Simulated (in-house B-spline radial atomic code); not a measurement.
The numbers below are computed, except where a source is named.
# Extrapolating the RPA correlation energy in partial waves: Si11+

All-electron RPA on PBE orbitals from a B-spline radial code for spherical atoms, non-relativistic, point nucleus, configuration [He] 2s1, highest spin. With empty states up to angular momentum L the sums are:

```tsv
L	E_c(L) (hartree)
2	-0.190832
3	-0.194058
4	-0.195264
5	-0.195810
6	-0.196090
```

For large l each further wave adds A/(l + 1/2)⁴, because the basis must build the cusp where two electrons meet.

(1) Estimate the limit from L = 5 and L = 6.

(2) How good is the estimate?

Answers

(1) Wave 6 adds -0.000280, against a sum of (l + 1/2)⁻⁴ of 5.60204e-04, so A = -0.49982. The sum over l > 6 is ζ(4, 7.5) = 9.6207e-04, close to 1/(3 × 7³) = 9.7182e-04. The tail is -0.000481 and the limit -0.19657 hartree.

(2) A run to L = 11 sums to -0.19646 and extrapolates to -0.19654 hartree, 0.00 millihartree from the run before. The estimate differs from that by -0.04 millihartree, while the bare sum at L = 6 misses 0.4 millihartree (0.2 %).
